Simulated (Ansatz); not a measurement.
`O[SiH](F)[SiH3]` + H₂S → `O[SiH]([SiH3])S` + H–F at 298.15 K and 1 bar (ligand exchange at the Si–F bond).

Calculated with Ansatz (gas phase, PBE0-D4/def2-TZVP geometries, no zero-point term in ΔE). CCSD(T)/CBS adds triple-zeta CCSD(T) − MP2 to the extrapolated MP2 energy (def2 sets, frozen cores). This one scheme is used for every species. One conformer a species, not always the lowest.

```
          species  CCSD(T)/CBS energy (Eh)  H − E (kJ/mol)  S (J/(mol·K))
`O[SiH](F)[SiH3]`               -756.23815           153.8          340.1
              H₂S               -398.97279            49.9          205.7
`O[SiH]([SiH3])S`              -1054.78504           174.5          366.9
              H–F               -100.39570            33.5          173.6
```

H − E and S are ideal-gas, rigid-rotor, harmonic terms from PBE0-D4/def2-TZVP, for one conformer and one mirror image of each species. 1 Eh = 2625.50 kJ/mol, R = 8.31446 J/(mol·K).

By hand: ΔE, ΔH, ΔS and ΔG.

ΔE = (-1054.78504) + (-100.39570) − (-756.23815) − (-398.97279) = 0.03020 Eh = 79.3 kJ/mol. Δ(H − E) = 174.5 + 33.5 − 153.8 − 49.9 = 4.3, so ΔH = 83.6 kJ/mol. ΔS = 366.9 + 173.6 − 340.1 − 205.7 = -5.3 J/(mol·K). ΔG = 83.6 − 298.15 × (-5.3)/1000 = 85.2 kJ/mol.

By hand: the equilibrium constant, and the temperature at which ΔG would vanish if ΔH and ΔS stayed fixed.

log₁₀ K = −ΔG/(RT ln 10) = -14.9. ΔH and −TΔS have one sign here, so there is no such temperature.

The number of gas molecules stays the same, so ΔS is small and ΔH decides. A doubt of 5 kJ/mol in ΔE shifts log₁₀ K by 0.9 here. Other conformers and mirror images would add mixing entropy, several J/(mol·K) or more a flexible species. These are equilibria of isolated gas molecules and say nothing of rates. Largest T1 diagnostic: 0.013 (customary marks: 0.02 for closed shells, 0.045 for open ones).

ΔS is within the doubt of such terms, so its sign, and with it that verdict, could turn.
